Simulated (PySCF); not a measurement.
From a computed spectrum to the compound

A species of 3 atoms with charge 1 has these harmonic modes (PBE0, small Gaussian bases with core potentials, PySCF 2.14.0):

```
cm⁻¹  km/mol  symmetry
 136    17.4        a1
 672   143.8        b2
 684    47.7        a1
```

**Question.** Which species is it, and in which structure?

**Answer.** [YbF2]+ (singlet in the valence; each metal's 4f electrons, 13 of them, lie in its core potential, out of spins and levels):
```xyz
3

Yb    0.0000    0.0000   -0.1915
F     1.5613    0.0000    0.8764
F    -1.5613    0.0000    0.8764
```
Ideal gas at 298.15 K and 1 bar: S = 292.8 J/(mol K), Cp = 48.6 J/(mol K), H − H(0 K) = 12.3 kJ/mol (rigid rotor, harmonic modes, spin degeneracy alone, that of the 4f electrons in the core included). An lcecp potential fixes the number of 4f electrons, so in runs with it no electron can move into or out of that shell.
 The answer isn't unique; the calculation gave this one.
